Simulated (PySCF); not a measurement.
## O: excitation energy

O [He] 2s2 2p4 (3P) → O [He] 2s1 2p5 (3P), as a difference of total energies. All numbers are calculated (PySCF 2.14, the non-relativistic Hamiltonian (point nucleus), in aug-cc-pwCVDZ). Correlated levels: valence: 1s2 frozen. The calculations carry no spin-orbit coupling.

```json
{"method": "UHF", "excitation energy (eV)": "16.943"}
{"method": "MP2 (valence)", "excitation energy (eV)": "16.098"}
{"method": "SCS-MP2 (valence)", "excitation energy (eV)": "16.015"}
{"method": "CCSD (valence)", "excitation energy (eV)": "15.585"}
{"method": "CCSD(T) (valence)", "excitation energy (eV)": "15.271"}
```

Task: How much does correlation contribute at CCSD(T) (valence)?

Result: 15.271 − (16.943) = -1.672 eV, measured against UHF.

The upper state lies above the first ionisation limit, where it may autoionise and the basis confines it.

The coupled-cluster amplitudes are large for the upper state (T1 above 0.03 or a double amplitude above 0.15), so a single reference is strained.
